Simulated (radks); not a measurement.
The numbers below are computed, except where a source is named.
Task: All-electron atom: the ruthenium ion Ru+ in [Kr] 4d6.5 5s0.5 (fractional occupations, a model configuration). Code: a radial shooting solver on a logarithmic mesh with Libxc functionals. Model: Dirac Kohn-Sham, revPBE, spin-unpolarised, spherical densities, finite nucleus; open shells are shared between the two j in proportion to 2j + 1; Fermi nuclear charge, rms radius 4.4809 fm. Some entries of the table are withheld. Estimate them.

orbital,occ.,eigenvalue (eV),r(max) (bohr)
1s1/2,2,-21935.49,0.02171
2s1/2,2,-3161.077,0.1230
2p1/2,2,-2921.278,0.09549
2p3/2,4,-2790.368,0.09948
3s1/2,2,-564.3441,0.3618
3p1/2,2,-471.3415,0.3486
3p3/2,4,-449.1286,0.3581
3d3/2,4,-284.6588,0.2996
3d5/2,6,-280.3311,0.3023
4s1/2,2,-85.4872,(1)
4p1/2,2,-57.8364,(2)
4p3/2,4,-54.4555,(3)
4d3/2,2.6,-14.0698,(4)
4d5/2,3.9,-13.7237,(5)
5s1/2,0.5,(6),2.562
5p1/2,0,-6.6280,(7)
5p3/2,0,-6.4101,(8)

Result: 
(1) 4s1/2 r(max) (bohr): 0.9150
(2) 4p1/2 r(max) (bohr): 0.9665
(3) 4p3/2 r(max) (bohr): 0.9912
(4) 4d3/2 r(max) (bohr): 1.198
(5) 4d5/2 r(max) (bohr): 1.209
(6) 5s1/2 eigenvalue (eV): -10.9829
(7) 5p1/2 r(max) (bohr): 3.193
(8) 5p3/2 r(max) (bohr): 3.292
